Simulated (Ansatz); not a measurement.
`Cl[CH2][AlH][Cl]`, 7 atoms. Total charge 0; spin multiplicity 1. All runs use 2 threads of an Arm Neoverse V1 on a shared host. Correlated methods freeze the cores.

Task: How many basis functions does each run have, and how long does it take in Ansatz? RHF-MP2/def2-QZVPP energy; RKS PBE-QIDH (frozen core)/def2-TZVPP energy; RKS PBE0-D4/def2-TZVP relaxation (5 steps); RKS ωB97M-V/def2-QZVPP energy; RKS PBE0-D4/def2-TZVP frequencies; direct RPA on PBE orbitals/def2-TZVPP energy; RKS B2PLYP (frozen core)/def2-TZVPP energy; RKS HSE06 (plane-wave form)-D4/def2-TZVPP energy; RKS PBE0-D4/def2-QZVPP energy; RKS PBE0-D4/def2-SVP energy; RKS LC-ωPBE/def2-TZVPP energy; RHF-CCSD(T)/def2-TZVPP energy. (Best estimate.)

Result: Computed: Other jobs shared the machine, so times are rough.

```csv
level,job,functions,wall time,peak host memory (GiB)
RKS PBE0-D4/def2-SVP,energy,83,1.4 s,0.15
RKS LC-ωPBE/def2-TZVPP,energy,199,3.2 s,0.32
RKS HSE06 (plane-wave form)-D4/def2-TZVPP,energy,199,4.3 s,0.48
direct RPA on PBE orbitals/def2-TZVPP,energy,199,5 s,0.35
RKS PBE-QIDH (frozen core)/def2-TZVPP,energy,199,6.5 s,0.41
RKS B2PLYP (frozen core)/def2-TZVPP,energy,199,6.5 s,0.41
RKS PBE0-D4/def2-QZVPP,energy,357,11 s,1.1
RHF-MP2/def2-QZVPP,energy,357,20 s,1.4
RKS PBE0-D4/def2-TZVP,relaxation (5 steps),160,23 s,0.38
RKS ωB97M-V/def2-QZVPP,energy,357,25 s,1.2
RHF-CCSD(T)/def2-TZVPP,energy,199,65 s,2.1
RKS PBE0-D4/def2-TZVP,frequencies,160,120 s,0.38
```

LC-ωPBE has ω = 0.4 bohr⁻¹.
